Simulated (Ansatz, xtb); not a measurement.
A family of molecules: the atomisation energy (no zero-point term)

One atom is swapped for its congeners: C2H5F `CCF`; C2H5Cl (chloroethane) `CCCl`; C2H5Br (bromoethane) `CCBr`; C2H5I (iodoethane) `CCI`. All are singlets with charge 0.

Shapes, held fixed at every level: PBE0-D4/def2-TZVP. Programs: Ansatz 0.2.0, xtb 6.7.1. Values in eV.

```csv
level,C2H5F,C2H5Cl,C2H5Br,C2H5I
GFN0-xTB,31.43,31.12,30.31,30.41
SPW92/def2-TZVPP,35.59,33.98,33.44,32.86
PBE0-D4/def2-TZVPP,31.33,30.17,29.68,29.15
r2SCAN0-D4/def2-TZVPP,30.89,29.80,29.33,28.77
MP2/def2-SVP,30.15,28.76,28.33,27.77
MP2/def2-TZVPP,30.93,29.62,29.18,28.69
CCSD(T)/def2-TZVPP,30.58,29.34,28.92,28.42
```

At CCSD(T)/def2-TZVPP the atomisation energy falls at every step, from 30.58 to 28.42 eV. 6 of 7 levels show this order throughout; 6 agree on the largest and the smallest. For atoms past krypton def2 sets carry core potentials with scalar relativity. Relativity is left out for Br unless named. Correlated rows may include outer-core shells of Br, I, which these sets cover unevenly. GFN0-xTB strays far from the other rows. xTB rows lack spin polarisation. Spin-orbit coupling, which grows down the group, is left out (summed over each molecule's free atoms 0.02, 0.04, 0.16, 0.32 eV).
